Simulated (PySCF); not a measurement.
Q: Write Cartesian coordinates for `C[Se]C(Cl)=C=CCl` as optimised with PBE0-D3(BJ)/def2-SVP.

A: 
```xyz
11
C4H4Cl2Se angstrom
C     -1.5797   -0.5885   -0.1799
Se    -1.7478    1.0158    0.8912
C      0.0893    1.4969    0.8859
Cl     0.4110    2.8916    1.8668
C      1.0355    0.8671    0.2361
C      1.9405    0.1831   -0.4118
Cl     2.7664   -1.1868    0.2719
H     -1.2267   -0.3383   -1.1887
H     -0.8880   -1.2920    0.3021
H     -2.5840   -1.0292   -0.2362
H      2.2591    0.4083   -1.4346
```

Orientation and origin are arbitrary. Atoms count from 1 in this order. Of the pairs four or more bonds apart, C5···H9 is among the closest relative to their van der Waals radii: 2.89 Å, 100 % of the sum of Bondi's values. The C–Se distances run from 1.899 Å (Se2–C3, drawn single) to 1.936 Å (C1–Se2, drawn single), a spread of 0.037 Å.

Bonds between heavy atoms (Å): C1–Se2 1.936, Se2–C3 1.899, C3–Cl4 1.735, C3=C5 1.309, C5=C6 1.306, C6–Cl7 1.740.

Theory: PBE0-D3(BJ)/def2-SVP geometry optimisation, gas phase (PySCF).

Point group: C1 (no symmetry element, even within 0.4 Å). Stationary, but not proved a minimum. The numbers are those of one conformer (C1–Se2–C3–Cl4 -176°).
